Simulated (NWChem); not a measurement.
Atomisation of C₂H₅O

```xyz
8

C      1.2353     0.2404     0.0527
C     -0.0446    -0.4986     0.1691
O     -1.1575     0.2344    -0.2718
H      1.3745     0.9323    -0.7832
H      2.1051    -0.0375     0.6532
H     -0.0196    -1.4117    -0.4609
H     -0.1728    -0.8693     1.2090
H     -1.1715     1.0599     0.2246
```
Charge 0, spin multiplicity 2.

The numbers come from NWChem runs, not from measurements. All single points use one geometry, from UPBE0/def2-SVP, a minimum by its harmonic frequencies. It is one conformer; others weren't searched.

Basis set: def2-TZVP. The atomisation energy is electronic alone: no zero-point, thermal, spin-orbit or counterpoise terms. No value is extrapolated to the basis-set limit. Free atoms are single determinants with multiplicities C 3, O 3, H 2. Correlated methods freeze the same cores in atoms and molecule, 3 orbitals in all.

```csv
method,atomisation energy (kcal/mol),relative cost
LDA (SVWN5),804.7,1
B3LYP,697.1,under 3
PBE,714.3,under 3
PBE0,701.2,under 3
BHandHLYP,676.4,under 3
BP86,722.4,under 3
TPSS,703.0,under 3
HF,509.9,4
MP2,681.0,4
```

The values span 294.8 kcal/mol, from HF (lowest) to LDA (SVWN5) (highest). Costs are rough ratios of processor time within this set of runs, SCF included, with LDA (SVWN5) as 1. Costs are the molecule's.

B3LYP has NWChem's definition, with VWN1-RPA local correlation. The structure started from a generated list of species. No SCF solution was tested for a lower state. Open-shell Hartree-Fock references start from PBE0 orbitals; any time given for them includes that run.
